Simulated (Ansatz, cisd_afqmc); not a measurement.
System: GeBrF, charge 0, singlet. GeBrF (SMILES [Ge]([F])[Br]).
B3LYP-D3(BJ)/def2-TZVP minimum from Ansatz (an electronic-structure program):
```xyz
3

Ge     0.5287    -0.4501     0.8232
F      1.5143    -1.3090    -0.3579
Br    -0.8728     0.7481    -0.6607
```
Charge 0, spin multiplicity 1.

Atomisation energy term by term, kcal/mol (programs: Ansatz, cisd_afqmc). UHF or UKS for unpaired electrons; spin-orbit terms are left out. Cores are frozen in correlated methods (noble-gas shells, and filled d and f shells in the p block). No relativity. AFQMC/CISD: phaseless, guided by CISD from CCSD amplitudes; bars are statistical, one sigma. Outlying blocks are dropped, and bars are widened where a walk drifts. Over all cases where full CI ran beside it in this data, AFQMC minus full CI had a median of +0.1 mEh and passed +0.4 mEh in a tenth of the cases. CBS(X,Y): correlation extrapolated as X^-3, Hartree-Fock from the larger set (Q,5: extrapolated as (X+1)exp(-9√X)). A bracket is a step between two methods taken in the basis named. Spin-orbit terms, left out, reach several kcal/mol for Br and I, and more for heavier atoms.

```
term                               basis  kcal/mol
------------------  --------------------  --------
Hartree-Fock        CBS(cc-pVQZ,cc-pV5Z)    139.42
CCSD correlation    CBS(cc-pVQZ,cc-pV5Z)     67.40
(T)                 CBS(cc-pVQZ,cc-pV5Z)      7.60
CCSDT(Q) - CCSD(T)               cc-pVTZ      0.24
CCSDTQ - CCSDT(Q)                cc-pVDZ     -0.09
sum: De                                      214.6
```

The step beyond CCSD(T) by other levels: CCSDTQ in cc-pVDZ 0.64; AFQMC/CISD in cc-pVDZ 0.88 ± 0.23; CCSDT(Q) in cc-pVDZ 0.72 kcal/mol.
